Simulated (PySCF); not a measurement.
**RbH: mean field, correlation and small terms against distance**

State: ¹Σ⁺, singlet, closed shell. RHF-based CCSD(T) in PySCF 2.14 with Rb cc-pwCVTZ-X2C, H cc-pVTZ-DK and Rb cc-pwCVQZ-X2C, H cc-pVQZ-DK (frozen core orbitals: 14; spin-free X2C with a Gaussian nucleus). Correlation energies are extrapolated as n⁻³ (n = 3, 4), Hartree–Fock as (n+1)·exp(−9√n). All energies in eV from Rb + H.

| R (Å) | HF/CBS | CCSD corr. | (T) | total |
| --- | --- | --- | --- | --- |
| 2.0835 | -0.563 | -1.030 | -0.0201 | -1.613 |
| 2.1782 | -0.701 | -0.998 | -0.0164 | -1.715 |
| 2.2729 | -0.786 | -0.970 | -0.0133 | -1.769 |
| 2.3676 | -0.828 | -0.947 | -0.0106 | -1.785 |
| 2.4623 | -0.837 | -0.927 | -0.0083 | -1.772 |
| 2.5807 | -0.811 | -0.908 | -0.0060 | -1.725 |
| 2.6990 | -0.757 | -0.893 | -0.0041 | -1.654 |

A fit to the total gives Re = 2.3680 Å, De = 1.785 eV, ωe = 939.6 cm⁻¹, Be = 3.018 cm⁻¹ (masses 84.9118 and 1.0078 u).

**Question.** At R = 2.3676 Å the CCSD correlation energy is -0.215316 hartree in the smaller basis and -0.253663 in the larger. Extrapolate it.

**Answer.** (4³·E4 − 3³·E3)/(4³ − 3³) = -0.28165 hartree; the larger basis holds 90.1 % of it.

The T1 diagnostic is 0.019. The open-shell atoms are computed with UHF. Spin–orbit coupling, excitations beyond (T) and corrections to the Born–Oppenheimer picture are left out.
